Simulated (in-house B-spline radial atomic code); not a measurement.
Successive ionisation energies of copper; each step leads to the configuration of the next row (after the last: [Ne] 3s2 3p5). NIST's values go from ground level to ground level; the uncertainty of those that are theory runs from under 0.1 % in few-electron ions to several per cent in heavy many-electron ones. Computed with a B-spline radial code for spherical atoms: non-relativistic Hartree-Fock, average of the configuration, point nuclei.

```
  ion  configuration  ionisation energy (eV)  tabulated value (eV)  computed minus tabulated (eV)  highest orbital  largest mean radius (bohr)
   Cu  [Ar] 3d10 4s1                     6.4               7.72638                           -1.3               4s                      3.3311
  Cu+      [Ar] 3d10                    17.5              20.29239                           -2.8               3d                     0.97763
 Cu2+       [Ar] 3d9                    36.1                36.841                           -0.7               3d                     0.90013
 Cu3+       [Ar] 3d8                    57.5                 57.38                            0.1               3d                     0.84224
 Cu4+       [Ar] 3d7                    81.2                  79.8                            1.4               3d                     0.79592
 Cu5+       [Ar] 3d6                   107.1                   103                            4.1               3d                     0.75726
 Cu6+       [Ar] 3d5                   134.9                   139                           -4.1               3d                     0.72404
 Cu7+       [Ar] 3d4                   164.7                   166                           -1.3               3d                     0.69491
 Cu8+       [Ar] 3d3                   196.3                   198                           -1.7               3d                     0.67998
 Cu9+       [Ar] 3d2                   229.7                 232.2                           -2.5               3d                     0.66739
Cu10+       [Ar] 3d1                   264.8                265.33                           -0.5               3d                       0.655
Cu11+   [Ne] 3s2 3p6                   366.0                   367                           -1.0               3p                     0.64285
```

Q: Where is the largest jump?

A: From Cu to Cu+, by a factor of 2.73 (6.4083 to 17.517 eV); the highest orbital goes from 4s to 3d.

Q: How far is this level of theory from the measured and semi-empirical values?

A: Over those 10 rows the differences run from -4.06 to +4.07 eV (mean absolute value 1.8 eV). The calculation leaves out relativity, correlation and, in open shells, the multiplet splittings that an average leaves out.
